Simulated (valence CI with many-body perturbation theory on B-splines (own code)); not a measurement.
**La25+: fill in the table**

Method: relativistic CI+MBPT: four valence electrons over a frozen Dirac-Fock core [Ar] 3d10, radial functions for each j: 11 s, 11 p, 9 d, 7 f, 5 g, 2 h, 1 i, with the one-electron correlation potential Σ1, the two-electron term Σ2, the three-electron term Σ3, Breit, model QED; selected CI, second order for the rest (own B-spline code, finite nucleus).

No measured levels were compared; by estimate levels hold to about 250 cm⁻¹ or 0.2 % of their energy and the worst to 1 %, as in measured heavy ions of charge 2 to 7; those with d or f electrons hold less well.

| Level | E (eV) |
| --- | --- |
| (4s^2 4p1/2^2) J=0 | 0.00 |
| (4s^2 4p1/2 4p3/2) J=1 | 19.88 |
| (4s^2 4p1/2 4p3/2) J=2 | 22.63 |
| (4s^2 4p3/2^2) J=2 | ? |
| (4s^2 4p3/2^2) J=0 | ? |
| (4s 4p1/2^2 4p3/2) J=2 | ? |
| (4s 4p1/2^2 4p3/2) J=1 | 85.02 |
| (4s 4p1/2 4p3/2^2) J=2 [a] | 94.28 |
| (4s 4p1/2 4p3/2^2) J=3 | 99.31 |
| (4s 4p1/2 4p3/2^2) J=0 | 104.96 |
| (4s 4p1/2 4p3/2^2) J=2 [b] | ? |
| (4s 4p1/2 4p3/2^2) J=1 [a] | 107.35 |
| (4s 4p1/2 4p3/2^2) J=1 [b] | 112.94 |
| (4s^2 4p1/2 4d3/2) J=2 | 117.65 |
| (4s 4p3/2^3) J=2 | ? |
| (4s^2 4p1/2 4d5/2) J=3 | 125.70 |
| (4s^2 4p1/2 4d3/2) J=1 | 127.93 |
| (4s^2 4p1/2 4d5/2) J=2 | ? |
| (4s 4p3/2^3) J=1 | 136.22 |
| (4s^2 4p3/2 4d5/2) J=4 | 143.26 |

Levels are named by their leading jj configuration (3d3/2^4 stands for four electrons in 3d with j = 3/2), which in mixed levels can hold well under half, so a name can repeat and another be missing. Letters in brackets count levels of one name in rising energy.

(1) The levels stand in rising order. What does the calculation give for the missing energies?

Answers

(1) (4s^2 4p3/2^2) J=2 44.59; (4s^2 4p3/2^2) J=0 50.96; (4s 4p1/2^2 4p3/2) J=2 75.24; (4s 4p1/2 4p3/2^2) J=2 [b] 107.24; (4s 4p3/2^3) J=2 125.44; (4s^2 4p1/2 4d5/2) J=2 128.52.
